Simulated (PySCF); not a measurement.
Compound: C₆H₁₁NSi.
SMILES with atom numbers: `[CH2:1]=[C:2]1[CH2:3][N:4]([SiH2:5][CH3:6])[C:7]1=[CH2:8]`

Probes without a nucleus sit at each ring's centroid and 1 Å off its mean plane on both sides; NICS is minus the shielding there, NICSzz its component along the normal. Level: GIAO PBE0/pcSseg-1 (PySCF, non-relativistic, gas phase) on the GFN2-xTB geometry, one conformer.

Ring bond lengths (Å), with Mayer bond orders in brackets: C2–C3 1.509 (1.02), C3–N4 1.465 (0.91), N4–C7 1.394 (0.91), C7–C2 1.466 (0.90).

Q: What do the NICS probes read (ppm)?

A: 
| ring | type | NICS(0) | NICS(1), two faces | NICS(1)zz, two faces | rms pucker (Å) | centre to ring atoms, mean (Å) |
| --- | --- | --- | --- | --- | --- | --- |
| C2–C3–N4–C7 | 4-membered ring with N; formal bonds all single | 1.4 | -1.0 / -1.0 | 1.3 / 1.3 | 0.00 | 1.03 |

Q: What can be read from them?

A: 
- C2–C3–N4–C7: mean NICS(1)zz 1.3 ppm, near zero. C3 has four or more neighbours, and the NICS criterion for π rings isn't applied.

Q: What field does 11.7 T along the ring normal induce along that normal at the first NICS(1) probe listed for ring C2–C3–N4–C7, 1 Å off the ring?

A: NICSzz × B0 = 1.3 ppm × 11.7 T = 15 μT, along the applied field.

Conformer computed: `[CH2:1]=[C:2]1[CH2:3][N:4]([SiH2:5][CH3:6])[C:7]1=[CH2:8]`: C3–N4–Si5–C6 4°.
